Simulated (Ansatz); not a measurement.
Reaction (formal exchange of groups at the Si–Ga bond): `N[SiH](N)[Ga]([F])[Cl]` + `COC(C)(C)C` → `CO[SiH](N)N` + `C[C](C)(C)[Ga]([F])[Cl]`

Isolated molecules relaxed with PBE0-D4/def2-TZVP in Ansatz; ΔE leaves out vibrations. CCSD(T)/CBS adds triple-zeta CCSD(T) − MP2 to the extrapolated MP2 energy (def2 sets, frozen cores). Functionals use def2-TZVPP. For Ga outer-core shells are correlated without core-valence functions, which leaves a few kJ/mol of doubt a bond. Scalar relativity is left out up to krypton. One conformer a species, not always the lowest.

`N[SiH](N)[Ga]([F])[Cl]`:

Z-matrix (Å, degrees):
```
Si
N 1 1.707
Ga 1 2.420 2 117.7
N 1 1.702 2 110.3 3 113.6
H 1 1.490 2 103.8 3 -119.1
H 2 1.007 1 122.0 3 -59.0
H 2 1.007 1 120.6 3 93.5
F 3 1.757 1 128.0 2 -52.5
Cl 3 2.164 1 121.6 2 125.7
H 4 1.006 1 122.1 2 -139.4
H 4 1.007 1 123.0 2 57.3
```

`COC(C)(C)C`:

Z-matrix (Å, degrees):
```
C
O 1 1.400
H 1 1.097 2 112.7
H 1 1.097 2 112.7 3 -123.2
H 1 1.091 2 106.5 3 118.4
C 2 1.428 1 117.3 3 61.1
C 6 1.519 2 103.7 1 179.6
C 6 1.524 2 111.0 1 -62.2
C 6 1.524 2 111.1 1 61.4
H 7 1.092 6 110.1 2 59.6
H 7 1.092 6 110.8 2 179.9
H 7 1.092 6 110.1 2 -59.7
H 8 1.092 6 110.2 2 -52.6
H 8 1.092 6 110.1 2 -172.2
H 8 1.092 6 112.0 2 68.4
H 9 1.092 6 110.1 2 172.1
H 9 1.092 6 112.0 2 -68.5
H 9 1.092 6 110.3 2 52.6
```

`CO[SiH](N)N`:

```xyz
13

C     1.777    0.320   -0.674
O     0.489    0.840   -0.895
Si   -0.863    0.289   -0.142
N    -0.634    0.544    1.535
N    -1.251   -1.366   -0.286
H     2.048    0.340    0.387
H     1.855   -0.714   -1.030
H     2.495    0.929   -1.228
H    -1.939    1.040   -0.832
H    -0.236    1.408    1.864
H    -1.298    0.172    2.194
H    -0.744   -2.075    0.216
H    -1.698   -1.729   -1.110
```

`C[C](C)(C)[Ga]([F])[Cl]`:

```xyz
16

C     1.420   -0.208    0.586
C     0.032   -0.046   -0.029
C     0.130    0.134   -1.537
C    -0.829   -1.262    0.309
Ga   -0.823    1.540    0.790
F    -0.938    1.693    2.535
Cl   -1.705    3.205   -0.224
H     1.892   -1.114    0.184
H     1.379   -0.312    1.673
H     2.078    0.632    0.349
H    -0.850    0.263   -2.002
H     0.594   -0.755   -1.983
H     0.743    0.996   -1.811
H    -1.831   -1.195   -0.125
H    -0.358   -2.164   -0.101
H    -0.933   -1.408    1.387
```

CCSD(T)/CBS gives -135.3 kJ/mol.

(1) Another level gave -135.6 kJ/mol. Which?
A. PBE-D4/def2-TZVPP
B. HF/def2-TZVPP
C. PBE0-D4/def2-TZVPP
D. r2SCAN-D4/def2-TZVPP

Largest T1 diagnostic among the species: 0.013.

Results:

(1) B. HF/def2-TZVPP -135.6, r2SCAN-D4 -122.3, PBE-D4 -109.2, PBE0-D4 -117.0 kJ/mol.

From PBE to PBE0 (25 % exact exchange), in def2-TZVPP and without D4, ΔE moves by −8.0 kJ/mol.
